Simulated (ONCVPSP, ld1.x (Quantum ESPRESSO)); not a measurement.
## Potentials for zinc (Zn) compared

Generated with ld1.x 7.5 (TM, RRKJ, ultrasoft, PAW), atompaw 4.2 or ONCVPSP 4.0.1. The cutoff is in Ry: for ld1.x and atompaw files where the sum of valence levels is converged to 10 mRy in a Bessel basis, for ONCV files where the hardest occupied wave has 1 mHa per electron of residual kinetic energy. The error is the largest all-electron minus pseudo excitation energy over each file’s own four to seven test configurations (ionisations up to +4, promotions, holes and added fractions of an electron), all of which were solved. The labels leave out finer settings (local radius, basis sizes, second energies), which also bear on the numbers. Spin-polarised tests are not counted. The rows are a selection from randomly drawn settings: files with unsolved tests, undetermined cutoffs or missed reference levels are left out.

A true bound ghost makes a file unfit for plane-wave use even where its test errors are small: the radial tests pick states by their node count and pass the ghost by.

| potential | cutoff (Ry) | largest error (meV) | bound ghosts |
| --- | --- | --- | --- |
| ONCV, PBE, scalar-relativistic, rc 0.90/1.10/0.70 (spd), local smoothed, core correction yes, reference 3s2 3p6 3d10 4s2, qcut 12.4/11.2/14.9, projectors 2/3/3 | 638 | +7.3 | d |
| ONCV, PBEsol, non-relativistic, rc 2.05/2.90 (sp), local smoothed, core correction yes, reference 4s1.5 4p0.5, qcut 3.7/2.8, projectors 3/2 | 11 | -63 | none |
| TM, PW91, scalar-relativistic, rc 1.00/0.95/1.00 (spd), local s, core correction no, reference 3s2 3p6 3d10 4s0 4p0 | 230 | +2015 | none |
| ONCV, PBE, fully relativistic, rc 0.95/1.05/0.85 (spd), local smoothed, core correction yes, reference 3s2 3p6 3d10 4s1, qcut 9.6/12.6/16.2, projectors 2/2/1 | 247 | +25 | none |
| ONCV, PBEsol, scalar-relativistic, rc 1.05/0.85/1.00 (spd), local smoothed, core correction no, reference 3s2 3p6 3d10 4s2, qcut 11.9/12.5/15.8, projectors 2/3/2 | 191 | -6.4 | none |

Fill in the row for Zn: ONCV, PBE, scalar-relativistic, rc 0.90/0.65/1.10 (spd), local smoothed, core correction no, reference 3s2 3p6 3d10 4s2, qcut 10.6/14.5/14.3, projectors 2/2/2.

cutoff 253 Ry, largest error -3.9 meV, bound ghosts: none.

Fill in the row for Zn: TM, revPBE, scalar-relativistic, rc 0.95/0.95/1.10 (spd), local d, core correction no, reference 3s2 3p6 3d10 4s0 4p0.

cutoff 200 Ry, largest error +1280 meV, bound ghosts: none.

Fill in the row for Zn: ONCV, PBE, scalar-relativistic, rc 1.05/0.85/0.90/1.00 (spdf), local smoothed, core correction no, reference 3s2 3p6 3d10 4s2, qcut 8.8/16.1/16.4/12.5, projectors 3/2/1/3.

cutoff 221 Ry, largest error -42 meV, bound ghosts: s.
